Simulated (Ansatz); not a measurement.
Geometry optimisation, RKS PBE-D4/def2-SVP in Ansatz 0.2.0.

Input file:

```yaml
crystal:
  periodic: [false, false, false]
  atoms:
    - { symbol: Ge, position_ang: [-0.072342, 0.0, -0.795461] }
    - { symbol: Cl, position_ang: [1.795936, 0.0, 2.059781] }
    - { symbol: H, position_ang: [2.184602, 0.0, 0.776323] }
    - { symbol: H, position_ang: [-1.138548, 1.153216, -0.443371] }
    - { symbol: H, position_ang: [-1.138548, -1.153216, -0.443371] }
basis:
  gaussian: { orbitals: def2-SVP }
hamiltonian:
  xc: pbe
  dispersion: d4
relax:
  f_tol: 0.03
  max_steps: 50
```

Launched with:

```bash
$ ansatz run input.yaml --threads 1 --pin off --max-ram 2048MiB --backend cpu --events-out ev --progress --plain --runs-dir out
```

Problem. Where does it end, and by what steps?

Solution. The forces met the threshold. After 14 steps the energy has fallen by 0.234 eV; Cl2 moved furthest, 0.79 Å.

```
step  energy less start (eV)  largest force component (eV/Å)  accepted
   0                  0.0000                           1.012       yes
   1                 -0.0745                           0.584       yes
   2                 -0.1102                           0.351       yes
   3                 -0.1387                           0.223       yes
   4                 -0.1459                           0.040       yes
   5                 -0.1467                           0.044       yes
   6                 -0.1470                           0.040       yes
   7                 -0.1481                           0.041       yes
   8                 -0.1510                           0.214       yes
   9                 -0.1561                           0.376       yes
  10                 -0.1582                           0.827       yes
  11                 -0.2228                           0.470       yes
  12                 -0.2331                           0.043       yes
  13                 -0.2334                           0.086       yes
  14                 -0.2341                           0.002       yes
```

```xyz
5
Properties=species:S:1:pos:R:3
Ge -0.082 0.000 -0.878
Cl 1.259 0.000 1.486
H 2.454 0.000 0.970
H -1.000 1.148 -0.212
H -1.000 -1.148 -0.212
```

Whether the end is a true minimum wasn't checked by a vibrational analysis.

Time of the run: 20 s on 1 thread of Intel(R) Xeon(R) Platinum 8259CL CPU @ 2.50GHz (Skylake/Cascade Lake), on a shared host, peak memory 0.13 GiB.
